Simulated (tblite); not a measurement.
Compound: C6H3O4 (doublet state).
Atom-mapped SMILES: `[O:1]=[CH:2][O:3][c:4]1[cH:5][c:6][cH:7][c:8](=[O:9])[o:10]1` (hydrogens: H11 on C2; H12 on C5; H13 on C7)

The geometry is computed with GFN2-xTB (gas phase). This method treats the open shell by occupation alone, without spin polarisation.

List the bond lengths, angles and torsions at this level.

```json
{"bond": "O1=C2", "length (pm)": "118.4", "order": "double"}
{"bond": "C2–O3", "length (pm)": "135.3", "order": "single"}
{"bond": "O3–C4", "length (pm)": "136.5", "order": "single"}
{"bond": "C4=C5", "length (pm)": "135.8", "order": "double"}
{"bond": "C5–C6", "length (pm)": "140.1", "order": "single"}
{"bond": "C6=C7", "length (pm)": "132.7", "order": "double"}
{"bond": "C7–C8", "length (pm)": "146.6", "order": "single"}
{"bond": "C8=O9", "length (pm)": "119.7", "order": "double"}
{"bond": "C8–O10", "length (pm)": "138.1", "order": "single"}
{"bond": "C4–O10", "length (pm)": "133.0", "order": "single"}
{"bond": "C2–H11", "length (pm)": "110.1", "order": "single"}
{"bond": "C5–H12", "length (pm)": "107.5", "order": "single"}
{"bond": "C7–H13", "length (pm)": "107.6", "order": "single"}
```

Orders are formal, as drawn. A selection of angles:
```json
{"angle": "O1–C2–O3", "degrees": "127.0"}
{"angle": "O1–C2–H11", "degrees": "126.3"}
{"angle": "O3–C2–H11", "degrees": "106.7"}
{"angle": "C2–O3–C4", "degrees": "121.4"}
{"angle": "O3–C4–C5", "degrees": "121.4"}
{"angle": "O3–C4–O10", "degrees": "115.2"}
{"angle": "C5–C4–O10", "degrees": "123.4"}
{"angle": "C4–C5–C6", "degrees": "114.7"}
{"angle": "C4–C5–H12", "degrees": "121.5"}
{"angle": "C6–C5–H12", "degrees": "123.9"}
{"angle": "C5–C6–C7", "degrees": "125.3"}
{"angle": "C6–C7–C8", "degrees": "118.5"}
{"angle": "C6–C7–H13", "degrees": "125.5"}
{"angle": "C8–C7–H13", "degrees": "116.0"}
{"angle": "C7–C8–O9", "degrees": "125.7"}
{"angle": "C7–C8–O10", "degrees": "114.8"}
{"angle": "O9–C8–O10", "degrees": "119.4"}
{"angle": "C4–O10–C8", "degrees": "123.4"}
```

Dihedral angles: O1–C2–O3–C4 -6° (synperiplanar); C2–O3–C4–C5 142° (anticlinal); O3–C4–C5–C6 177° (antiperiplanar); C4–C5–C6–C7 0° (synperiplanar); C5–C6–C7–C8 0° (synperiplanar); C6–C7–C8–O9 -179° (antiperiplanar); C7–C8–O10–C4 0° (synperiplanar); O3–C4–O10–C8 -177° (antiperiplanar). The mirror-image conformer, all signs reversed, is as good.

C5 (carbon bonded to 2 C and H) is planar (angles 123.9°, 121.5° and 114.7°, sum 360.0°, 0.00 Å off the plane of its three neighbours). C4 (carbon bonded to C and 2 O) is planar (angles 123.4°, 121.4° and 115.2°, sum 359.9°, 0.02 Å off the plane of its three neighbours). C8 (carbon bonded to C and 2 O) is planar (angles 125.7°, 119.4° and 114.8°, sum 360.0°, 0.01 Å off the plane of its three neighbours). C2 (carbon bonded to 2 O and H) is planar (angles 127.0°, 126.3° and 106.7°, sum 360.0°, 0.01 Å off the plane of its three neighbours). C7 (carbon bonded to 2 C and H) is planar (angles 125.5°, 118.5° and 116.0°, sum 360.0°, 0.00 Å off the plane of its three neighbours). The 4 C–C bonds span 1.327 Å (C6=C7, drawn double) to 1.466 Å (C7–C8, drawn single), a spread of 0.139 Å. The 6 C–O bonds span 1.184 Å (O1=C2, drawn double) to 1.381 Å (C8–O10, drawn single), a spread of 0.197 Å.

Point group: C1 (no symmetry element, even within 0.4 Å). Its GFN2-xTB frequencies are all real (lowest 36 cm⁻¹).

On one thread, Arm Neoverse V2 (aarch64) (shared host), this took 0.31 s. This is the geometry optimisation.
